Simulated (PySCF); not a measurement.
## Calculated data, CH7N2Si, CH6AlN2, CH4AlNSi

Computed with PySCF 2.14.0. Calculation on a computer-drawn molecule: the log of a Hartree-Fock and frozen-core CCSD(T) single point meant for a local Hartree-Fock minimum, with one planted fault or none, to be diagnosed. Offsets are logged minus clean, where the clean run is the same molecule without the fault. The reference is restricted for singlets and unrestricted otherwise, and also for a bond in bohr or an excited solution. Adding or removing an electron swaps singlet and doublet. The excited solution moves the top pair (singlet) or top alpha electron (doublet) to the lowest empty orbital. Highest occupied and lowest empty are orbital energies over both spins, largest force is the largest gradient component, triples share is (T) over the correlation energy, the T1 limit is 0.02 restricted and 0.045 unrestricted, electrons count all cores, a negative frequency is imaginary (commonest isotopes), and the dipole is about the centre of nuclear charge.

Common to all runs: meant charge 0; meant basis cc-pV(D+d)Z; logged SCF converged yes; logged CC converged yes; logged SCF stable within its kind yes; possible faults no fault, one electron removed, one electron added, multiplicity raised by two, geometry at a saddle point, SCF held on an excited solution, minimal basis STO-3G, one bond length entered in bohr, all coordinates scaled.

(1) 
```xyz
11
formula=CH7N2Si meant_multiplicity=2 logged_electrons=41 logged_basis_functions=100 logged_spin_squared=3.7678 logged_highest_occupied=-2.3958 logged_lowest_empty=-0.19572 logged_largest_force=0.076198 logged_T1_diagnostic=0.032536 logged_D1_diagnostic=0.16616 logged_triples_share=0.029539 logged_dipole_magnitude=4.039 logged_energy_HF=-439.52233 logged_energy_CCSD(T)=-440.14233 planted_fault=multiplicity_raised_by_two HF_energy_offset_from_clean_run=146.5 CCSD(T)_energy_offset_from_clean_run=152.8
N     -0.9925     0.7368     2.5750
C     -0.9049     0.5385     1.1768
N      0.3409     0.1288     0.6554
Si     1.5560     1.1979     0.0442
H     -0.6096    -0.0369     3.0906
H     -1.9440     0.8711     2.8693
H     -1.4099     1.3065     0.5978
H      0.6244    -0.7861     0.9532
H      0.9167     2.1506    -0.8910
H      2.2681     1.9932     1.0757
H      2.5576     0.3682    -0.6643
```

Units: logged_highest_occupied, logged_lowest_empty in eV; logged_largest_force in hartree/bohr; logged_dipole_magnitude in debye; logged_energy_HF, logged_energy_CCSD(T) in hartree; HF_energy_offset_from_clean_run, CCSD(T)_energy_offset_from_clean_run in kcal/mol.

Drawn bonds:
| atom | other atom | order |
| --- | --- | --- |
| 1 | 2 | 1 |
| 2 | 3 | 1 |
| 3 | 4 | 1 |
| 1 | 5 | 1 |
| 1 | 6 | 1 |
| 2 | 7 | 1 |
| 3 | 8 | 1 |
| 4 | 9 | 1 |
| 4 | 10 | 1 |
| 4 | 11 | 1 |

(2) 
```xyz
11
formula=CH7N2Si meant_multiplicity=2 logged_electrons=41 logged_basis_functions=31 logged_spin_squared=0.7564 logged_highest_occupied=-5.725 logged_lowest_empty=9.2043 logged_largest_force=0.028303 logged_T1_diagnostic=0.012848 logged_D1_diagnostic=0.080024 logged_triples_share=0.012073 logged_dipole_magnitude=1.1543 logged_energy_HF=-434.51127 logged_energy_CCSD(T)=-434.73397 planted_fault=minimal_basis_STO-3G HF_energy_offset_from_clean_run=3291 CCSD(T)_energy_offset_from_clean_run=3547
N     -0.9925     0.7368     2.5750
C     -0.9049     0.5385     1.1768
N      0.3409     0.1288     0.6554
Si     1.5560     1.1979     0.0442
H     -0.6096    -0.0369     3.0906
H     -1.9440     0.8711     2.8693
H     -1.4099     1.3065     0.5978
H      0.6244    -0.7861     0.9532
H      0.9167     2.1506    -0.8910
H      2.2681     1.9932     1.0757
H      2.5576     0.3682    -0.6643
```

Units: logged_highest_occupied, logged_lowest_empty in eV; logged_largest_force in hartree/bohr; logged_dipole_magnitude in debye; logged_energy_HF, logged_energy_CCSD(T) in hartree; HF_energy_offset_from_clean_run, CCSD(T)_energy_offset_from_clean_run in kcal/mol.

Drawn bonds:
| atom | other atom | order |
| --- | --- | --- |
| 1 | 2 | 1 |
| 2 | 3 | 1 |
| 3 | 4 | 1 |
| 1 | 5 | 1 |
| 1 | 6 | 1 |
| 2 | 7 | 1 |
| 3 | 8 | 1 |
| 4 | 9 | 1 |
| 4 | 10 | 1 |
| 4 | 11 | 1 |

(3) 
```xyz
11
formula=CH7N2Si meant_multiplicity=2 logged_electrons=40 logged_basis_functions=100 logged_spin_squared=0 logged_highest_occupied=-16.412 logged_lowest_empty=-4.6696 logged_largest_force=0.11691 logged_T1_diagnostic=0.021905 logged_D1_diagnostic=0.099081 logged_triples_share=0.032748 logged_dipole_magnitude=5.8021 logged_energy_HF=-439.52283 logged_energy_CCSD(T)=-440.16041 planted_fault=one_electron_removed HF_energy_offset_from_clean_run=146.2 CCSD(T)_energy_offset_from_clean_run=141.5
N     -0.9925     0.7368     2.5750
C     -0.9049     0.5385     1.1768
N      0.3409     0.1288     0.6554
Si     1.5560     1.1979     0.0442
H     -0.6096    -0.0369     3.0906
H     -1.9440     0.8711     2.8693
H     -1.4099     1.3065     0.5978
H      0.6244    -0.7861     0.9532
H      0.9167     2.1506    -0.8910
H      2.2681     1.9932     1.0757
H      2.5576     0.3682    -0.6643
```

Units: logged_highest_occupied, logged_lowest_empty in eV; logged_largest_force in hartree/bohr; logged_dipole_magnitude in debye; logged_energy_HF, logged_energy_CCSD(T) in hartree; HF_energy_offset_from_clean_run, CCSD(T)_energy_offset_from_clean_run in kcal/mol.

Drawn bonds:
| atom | other atom | order |
| --- | --- | --- |
| 1 | 2 | 1 |
| 2 | 3 | 1 |
| 3 | 4 | 1 |
| 1 | 5 | 1 |
| 1 | 6 | 1 |
| 2 | 7 | 1 |
| 3 | 8 | 1 |
| 4 | 9 | 1 |
| 4 | 10 | 1 |
| 4 | 11 | 1 |

Notes: T1 above single-reference limit.

(4) 
```xyz
10
formula=CH6AlN2 meant_multiplicity=2 logged_electrons=39 logged_basis_functions=95 logged_spin_squared=3.7694 logged_highest_occupied=-3.0959 logged_lowest_empty=-2.5044 logged_largest_force=0.096157 logged_T1_diagnostic=0.068928 logged_D1_diagnostic=0.38212 logged_triples_share=0.030562 logged_dipole_magnitude=5.6216 logged_energy_HF=-391.92383 logged_energy_CCSD(T)=-392.50845 planted_fault=multiplicity_raised_by_two HF_energy_offset_from_clean_run=165 CCSD(T)_energy_offset_from_clean_run=167.4
N     -0.1544    -2.1809     2.5486
C     -0.1778    -0.8440     2.1582
Al    -1.3872     0.0111     0.9372
N     -2.7341    -0.8663     0.1932
H      0.3108    -2.3839     3.4125
H     -1.0232    -2.6740     2.4864
H      0.6790    -0.2955     2.5486
H     -1.2153     1.5440     0.5922
H     -3.4000    -0.4474    -0.4291
H     -2.9376    -1.8440     0.2805
```

Units: logged_highest_occupied, logged_lowest_empty in eV; logged_largest_force in hartree/bohr; logged_dipole_magnitude in debye; logged_energy_HF, logged_energy_CCSD(T) in hartree; HF_energy_offset_from_clean_run, CCSD(T)_energy_offset_from_clean_run in kcal/mol.

Drawn bonds:
| atom | other atom | order |
| --- | --- | --- |
| 1 | 2 | 1 |
| 2 | 3 | 1 |
| 3 | 4 | 1 |
| 1 | 5 | 1 |
| 1 | 6 | 1 |
| 2 | 7 | 1 |
| 3 | 8 | 1 |
| 4 | 9 | 1 |
| 4 | 10 | 1 |

Notes: T1 above single-reference limit.

(5) 
```xyz
8
formula=CH4AlNSi meant_multiplicity=1 logged_electrons=44 logged_basis_functions=32 logged_spin_squared=0 logged_highest_occupied=-3.0265 logged_lowest_empty=8.36 logged_largest_force=0.068241 logged_T1_diagnostic=0.01046 logged_D1_diagnostic=0.033251 logged_triples_share=0.017886 logged_dipole_magnitude=2.1284 logged_energy_HF=-617.91433 logged_energy_CCSD(T)=-618.15688 planted_fault=minimal_basis_STO-3G HF_energy_offset_from_clean_run=4706 CCSD(T)_energy_offset_from_clean_run=4879
N      0.2953     0.0738     0.1258
C      1.2802     1.0327     0.2980
Al     2.2806     1.9605    -1.1855
Si     1.9211     1.7283     1.7478
H      0.0452    -0.4869     0.9168
H      0.3534    -0.4807    -0.7054
H      2.8592     2.8422     1.5297
H      1.5161     1.4972     3.1463
```

Units: logged_highest_occupied, logged_lowest_empty in eV; logged_largest_force in hartree/bohr; logged_dipole_magnitude in debye; logged_energy_HF, logged_energy_CCSD(T) in hartree; HF_energy_offset_from_clean_run, CCSD(T)_energy_offset_from_clean_run in kcal/mol.

Drawn bonds:
| atom | other atom | order |
| --- | --- | --- |
| 1 | 2 | 1 |
| 2 | 3 | 1 |
| 2 | 4 | 2 |
| 1 | 5 | 1 |
| 1 | 6 | 1 |
| 4 | 7 | 1 |
| 4 | 8 | 1 |
